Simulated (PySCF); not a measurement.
AgCl, singlet, at a GFN2-xTB geometry (such geometries of metal compounds can be far from the true shape) (core potentials on Ag); B3LYP/def2-SVP (PySCF).

Here is a job for PySCF.
```python
from pyscf import gto, scf, dft

mol = gto.Mole()
mol.atom = '''
    Ag   -0.000000   -0.000000   -0.587250
    Cl    0.000000    0.000000    1.623573
'''
mol.basis = 'def2-svp'
mol.ecp = {'Ag': 'def2-svp'}
mol.charge = 0
mol.spin = 0
mol.verbose = 5
mol.build()

mf = dft.RKS(mol)
mf.xc = 'b3lyp'
mf.kernel()
mf.analyze()
```

Output, abridged:

```
PySCF version 2.14.0

[INPUT] verbose = 5
[INPUT] max_memory = 4000
[INPUT] num. atoms = 2
[INPUT] num. electrons = 36
[INPUT] charge = 0
[INPUT] spin (= nelec alpha-beta = 2S) = 0
[INPUT] symmetry False subgroup None
[INPUT] Mole.unit = angstrom
[INPUT] Symbol           X                Y                Z      unit          X                Y                Z       unit  Magmom
[...]
[INPUT] ---------------- BASIS SET ----------------
[INPUT] l, kappa, [nprim/nctr], expnt,             c_1 c_2 ...
[INPUT] Cl
[...]
                                1571.7365221      0.014754727977
                                357.12065523      0.066679112875
                                100.25185935      0.17228924084
                                30.812727554      0.158837861
[...]
                                5.7045760975      0.60841752753
                                2.3508376809      0.54352153355
[...]
                                72.102015515      -0.063563355471
                                22.532680262      -0.24016428276
                                7.8991765444      -0.47798866557
                                2.8767268321      -0.38515850005
[...]
[INPUT] Ag
[...]
                                7.540731          2.7554513347
                                2.794005          0.22715408381
[...]
                                3.675263          1.0500525237
                                1.2610620905      0.64747532537
                                0.54212477498     0.25621550723
[...]
                                2.8926510238      0.23446154803
                                1.2474273203      0.44765877533
                                0.49313817671     0.3906495456
[...]
nuclear repulsion = 77.3124936402236
number of shells = 19
number of NR pGTOs = 93
number of NR cGTOs = 49
basis = def2-svp
ecp = {'Ag': 'def2-svp'}

******** <class 'pyscf.dft.rks.RKS'> ********
method = RKS
initial guess = minao
damping factor = 0
level_shift factor = 0
DIIS = <class 'pyscf.scf.diis.CDIIS'>
diis_start_cycle = 1
diis_space = 8
diis_damp = 0
SCF conv_tol = 1e-09
SCF conv_tol_grad = None
SCF max_cycles = 50
direct_scf = True
direct_scf_tol = 1e-13
XC library pyscf.dft.libxc version 7.1.2
    S. Lehtola, C. Steigemann, M. J. T. Oliveira, and M. A. L. Marques,  SoftwareX 7, 1–5 (2018)
XC functionals = b3lyp
    P. J. Stephens, F. J. Devlin, C. F. Chabalowski, and M. J. Frisch,  J. Phys. Chem. 98, 11623 (1994)
radial grids:
    Treutler-Ahlrichs [JCP 102, 346 (1995); DOI:10.1063/1.469408] (M4) radial grids

becke partition: Becke, JCP 88, 2547 (1988); DOI:10.1063/1.454033
pruning grids: <function nwchem_prune>
grids dens level: 3
symmetrized grids: False
atomic radii adjust function: <function treutler_atomic_radii_adjust>
small_rho_cutoff = 0
Set gradient conv threshold to 3.16228e-05
Initial guess from minao.
Density of valence part of ANO basis will be used as initial guess for Ag
atom Ag rad-grids = 95, ang-grids = [ 50  50  50  50  50  50  50  50  50  50  50  50  50  50  50  50  50  50
  50  50  50  50  50  50  50  50  50  50  50  86  86  86  86  86  86  86
  86  86  86  86  86  86  86  86 350 350 350 350 350 350 350 350 350 350
 350 434 434 434 434 434 434 434 434 434 434 434 434 434 434 434 434 434
 434 434 434 434 434 350 350 350 350 350 350 350 350 350 350 350 350 350
 350 350 350 350 350]
atom Cl rad-grids = 80, ang-grids = [ 50  50  50  50  50  50  50  50  50  50  50  50  50  50  50  50  50  50
  50  50  50  50  50  50  86  86  86  86  86  86  86  86  86  86  86  86
  86 350 350 350 350 350 350 350 350 350 434 434 434 434 434 434 434 434
 434 434 434 434 434 434 434 434 434 434 350 350 350 350 350 350 350 350
 350 350 350 350 350 350 350 350]
tot_boxes 972, boxes in each direction [ 7  7 10]
Padding 2 grids
tot grids = 41320
nelec by numeric integration = 34.54294870580402
E1 = -1012.7432814374185  E2 = 340.720818187853  Ecoul = 381.4205455052  Exc = -40.69972731734699
init E= -594.709969609342
cond(S) = 130.79899328405338
[...]
  mo_energy =
[-1.01914242e+02 -9.88653133e+00 -7.64841869e+00 -7.64491573e+00
 -7.64491573e+00 -4.97880563e+00 -3.53221206e+00 -3.52618912e+00
 -3.52618912e+00 -1.42750895e+00 -1.40098130e+00 -1.40098130e+00
 -1.39461353e+00 -1.39461349e+00 -1.21842644e+00 -8.13373646e-01
 -7.14484293e-01 -7.14484293e-01 -6.55954317e-01 -4.54513310e-01
 -4.54513310e-01 -3.48528433e-01 -2.35919740e-01 -1.51811123e-01
 -1.51811123e-01 -1.42021680e-01 -1.07725399e-01 -1.07725351e-01
 -9.37999248e-02 -9.37999248e-02  1.55099350e-02  2.68800945e-01
  3.81898821e-01  3.81900249e-01  4.00720648e-01  4.00720648e-01
  4.49026394e-01  5.94467412e-01  5.94467412e-01  8.11131066e-01
  1.09822902e+00  1.48770655e+00  1.48770667e+00  1.49017239e+00
  1.49017239e+00  1.49320078e+00  1.49320078e+00  1.57352457e+00
  5.21744399e+01]
nelec by numeric integration = 36.00000307841037
E1 = -1059.8598802232682  E2 = 376.22583747447896  Ecoul = 419.71278463468633  Exc = -43.48694716020737
cycle= 1 E= -606.321549108566  delta_E= -11.6  |g|= 1.61  |ddm|= 3.81

WARN: HOMO 0.130920153967075 == LUMO 0.13092015396713

  mo_energy =
[-1.01586063e+02 -9.52996867e+00 -7.30046598e+00 -7.28790875e+00
 -7.28790875e+00 -3.02160671e+00 -1.65914210e+00 -1.65599346e+00
 -1.65599346e+00 -8.38901462e-01 -3.54131588e-01 -3.54131588e-01
 -3.39011597e-01 -1.54395120e-02  5.09969087e-02  5.65314041e-02
  5.65314041e-02  1.30920154e-01  1.30920154e-01  1.35946304e-01
  1.35946328e-01  1.58448009e-01  2.10151174e-01  4.95564288e-01
  4.95564288e-01  5.05159056e-01  5.51927145e-01  6.38402741e-01
  6.38402741e-01  6.65478390e-01  6.65478552e-01  7.04134235e-01
  7.67303958e-01  7.67305001e-01  8.39180967e-01  8.39180967e-01
  9.58383515e-01  9.58383515e-01  9.77754440e-01  1.32869723e+00
  2.44135032e+00  3.14385607e+00  3.14385622e+00  3.14499465e+00
  3.14499465e+00  3.14583783e+00  3.14583783e+00  3.18715421e+00
  5.43424861e+01]
nelec by numeric integration = 36.000002783517715
[...]
converged SCF energy = -607.102668855443
Total Energy =                        -607.102668855443085
[...]
0 Ag 4s          0.07201   0.00000  -0.00000   0.00000   0.00000
0 Ag 5s         -0.01035  -0.00000   0.00000  -0.00000   0.00000
0 Ag 6s         -0.19525   0.00000  -0.00000   0.00000  -0.00000
0 Ag 7s          0.63065   0.00000  -0.00000   0.00000   0.00000
0 Ag 8s         -0.72820  -0.00000   0.00000  -0.00000  -0.00000
0 Ag 4px         0.00114  -0.00000   0.00000   0.00000   0.00000
0 Ag 4py         0.00000  -0.00000  -0.00000  -0.00115  -0.00039
0 Ag 4pz        -0.00000   0.00000   0.00000  -0.00039   0.00115
0 Ag 5px        -0.05972  -0.00000   0.00000  -0.00000  -0.00000
0 Ag 5py         0.00000  -0.00000  -0.00000  -0.00264  -0.00089
0 Ag 5pz        -0.00000   0.00000  -0.00000  -0.00089   0.00264
0 Ag 6px        -0.11636  -0.00000   0.00000  -0.00000  -0.00000
0 Ag 6py        -0.00000  -0.00000   0.00000   0.00826   0.00279
0 Ag 6pz        -0.00000  -0.00000   0.00000   0.00279  -0.00826
0 Ag 4dxy       -0.00000   0.00000  -0.00000  -0.00094   0.00277
0 Ag 4dyz        0.00046  -0.00000   0.00000   0.00000  -0.00000
0 Ag 4dz^2      -0.00000  -0.00000  -0.00000  -0.00277  -0.00094
0 Ag 4dxz        0.00000  -0.00000   0.00375   0.00000   0.00000
0 Ag 4dx2-y2    -0.00000   0.00363   0.00000   0.00000   0.00000
0 Ag 5dxy       -0.00000  -0.00000   0.00000   0.00619  -0.01834
0 Ag 5dyz        0.06214   0.00000  -0.00000   0.00000   0.00000
0 Ag 5dz^2       0.00000   0.00000  -0.00000  -0.01834  -0.00619
0 Ag 5dxz       -0.00000  -0.00000   0.00086   0.00000   0.00000
0 Ag 5dx2-y2     0.00000  -0.00108  -0.00000  -0.00000   0.00000
0 Ag 4f-3       -0.00000  -0.00000  -0.00000  -0.00005   0.00014
0 Ag 4f-2       -0.00000   0.99999   0.00000   0.00000  -0.00000
0 Ag 4f-1       -0.00000   0.00000  -0.00000  -0.31948   0.94632
0 Ag 4f+0       -0.08037   0.00000  -0.00000   0.00000   0.00000
0 Ag 4f+1        0.00000  -0.00000   0.00000   0.94632   0.31948
0 Ag 4f+2        0.00000  -0.00000   0.99999  -0.00000   0.00000
0 Ag 4f+3        0.00000  -0.00000   0.00000  -0.00014  -0.00005
1 Cl 1s         -0.00002   0.00000  -0.00000  -0.00000   0.00000
1 Cl 2s          0.00036  -0.00000   0.00000  -0.00000   0.00000
1 Cl 3s          0.00503  -0.00000   0.00000   0.00000  -0.00000
1 Cl 4s          0.02259  -0.00000   0.00000  -0.00000  -0.00000
1 Cl 2px        -0.00000  -0.00000   0.00000   0.00015   0.00005
1 Cl 2py        -0.00000  -0.00000  -0.00000  -0.00005   0.00015
1 Cl 2pz         0.00020  -0.00000   0.00000  -0.00000  -0.00000
1 Cl 3px         0.00000   0.00000  -0.00000  -0.00446  -0.00151
1 Cl 3py         0.00000  -0.00000   0.00000   0.00151  -0.00446
1 Cl 3pz        -0.01606   0.00000  -0.00000   0.00000   0.00000
1 Cl 4px         0.00000   0.00000  -0.00000  -0.02971  -0.01003
1 Cl 4py        -0.00000  -0.00000   0.00000   0.01003  -0.02971
1 Cl 4pz        -0.01880   0.00000  -0.00000   0.00000  -0.00000
1 Cl 3dxy       -0.00000  -0.00365  -0.00000   0.00000   0.00000
1 Cl 3dyz        0.00000   0.00000  -0.00000  -0.00978   0.02897
1 Cl 3dz^2      -0.00285  -0.00000   0.00000  -0.00000   0.00000
1 Cl 3dxz       -0.00000  -0.00000   0.00000   0.02897   0.00978
1 Cl 3dx2-y2     0.00000   0.00000  -0.00360   0.00000   0.00000
               #46       #47       #48       #49
0 Ag 4s         -0.00000  -0.00000   0.00496   0.28957
0 Ag 5s          0.00000  -0.00000  -0.00307  -0.06581
0 Ag 6s          0.00000   0.00000   0.00121  -0.24070
0 Ag 7s         -0.00000  -0.00000   0.02835  -0.73887
0 Ag 8s          0.00000   0.00000  -0.05321  -0.55156
0 Ag 4px         0.00000   0.00000   0.00164   0.00001
0 Ag 4py        -0.00000  -0.00000   0.00000  -0.00000
0 Ag 4pz        -0.00000   0.00000  -0.00000   0.00000
0 Ag 5px         0.00000  -0.00000  -0.07164   0.01951
0 Ag 5py        -0.00000  -0.00000   0.00000  -0.00000
0 Ag 5pz        -0.00000   0.00000   0.00000   0.00000
0 Ag 6px         0.00000  -0.00000  -0.13198   0.03034
0 Ag 6py         0.00000   0.00000  -0.00000  -0.00000
0 Ag 6pz         0.00000  -0.00000  -0.00000   0.00000
0 Ag 4dxy       -0.00000   0.00000  -0.00000  -0.00000
0 Ag 4dyz        0.00000   0.00000  -0.00412   0.00026
0 Ag 4dz^2      -0.00000  -0.00000   0.00000  -0.00000
0 Ag 4dxz        0.00000  -0.00000   0.00000  -0.00000
0 Ag 4dx2-y2     0.00000  -0.00000  -0.00000   0.00000
0 Ag 5dxy        0.00000  -0.00000   0.00000   0.00000
0 Ag 5dyz       -0.00000   0.00000   0.05675  -0.01759
0 Ag 5dz^2      -0.00000  -0.00000  -0.00000  -0.00000
0 Ag 5dxz       -0.00000  -0.00000   0.00000  -0.00000
0 Ag 5dx2-y2    -0.00000  -0.00000   0.00000   0.00000
0 Ag 4f-3        0.94487  -0.32745   0.00000  -0.00000
0 Ag 4f-2        0.00000  -0.00000  -0.00000  -0.00000
0 Ag 4f-1       -0.00014   0.00005  -0.00000   0.00000
0 Ag 4f+0       -0.00000   0.00000   0.97947  -0.00106
0 Ag 4f+1        0.00005   0.00014  -0.00000   0.00000
0 Ag 4f+2       -0.00000  -0.00000   0.00000   0.00000
0 Ag 4f+3        0.32745   0.94487  -0.00000  -0.00000
1 Cl 1s         -0.00000   0.00000   0.00010   0.00005
1 Cl 2s         -0.00000   0.00000  -0.00025   0.00023
1 Cl 3s          0.00000  -0.00000  -0.00373   0.00123
1 Cl 4s          0.00000  -0.00000  -0.02596   0.02203
1 Cl 2px         0.00000   0.00000   0.00000  -0.00000
1 Cl 2py        -0.00000   0.00000   0.00000  -0.00000
1 Cl 2pz         0.00000  -0.00000  -0.00020  -0.00008
1 Cl 3px        -0.00000  -0.00000   0.00000  -0.00000
1 Cl 3py         0.00000  -0.00000   0.00000  -0.00000
1 Cl 3pz        -0.00000   0.00000   0.00692  -0.02385
1 Cl 4px        -0.00000  -0.00000   0.00000  -0.00000
1 Cl 4py         0.00000  -0.00000   0.00000  -0.00000
1 Cl 4pz        -0.00000   0.00000   0.04109  -0.03260
1 Cl 3dxy        0.00000  -0.00000   0.00000  -0.00000
1 Cl 3dyz       -0.00000   0.00000   0.00000   0.00000
1 Cl 3dz^2       0.00000  -0.00000  -0.09353   0.00246
1 Cl 3dxz        0.00000   0.00000  -0.00000   0.00000
1 Cl 3dx2-y2    -0.00000   0.00000  -0.00000   0.00000
Dipole moment(X, Y, Z, Debye):  0.00000, -0.00000, -4.65874
```
